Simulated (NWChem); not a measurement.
Si$_{2}$H$_{4}$O, singlet; SMILES O[Si][SiH3]

```xyz
7

Si    -0.7304     0.8688    -0.0612
O      0.7820     1.6194     0.0627
H      1.5821     1.0584     0.0739
Si     0.0935    -1.4524    -0.0169
H      1.5815    -1.5010    -0.3153
H     -0.5993    -2.4143    -0.9515
H     -0.0770    -2.0026     1.3835
```
Atoms are numbered in this order, from 1.

Computed with NWChem. Pople sets run with spherical d functions. Low-valent species are run as closed-shell singlets; no triplet was tried in these runs. Structure relaxed at the PBE-D3(BJ)/def2-SVP level. Vzz is the largest principal value of the second derivative of the potential at the nucleus (NWChem prints the opposite sign); η is the asymmetry. Non-relativistic.

```
level                Vzz O2 (a.u.)  η O2  relative time
-------------------  -------------  ----  -------------
CAM-B3LYP/def2-SVP           1.232  0.17              2
CAM-B3LYP/def2-TZVP          1.205  0.18             10
PBE0/cc-pVTZ                 1.177  0.17             10
PBE0/6-31G*                  1.166  0.15              1
```

The last column is a rough cost ratio, cheapest run = 1.
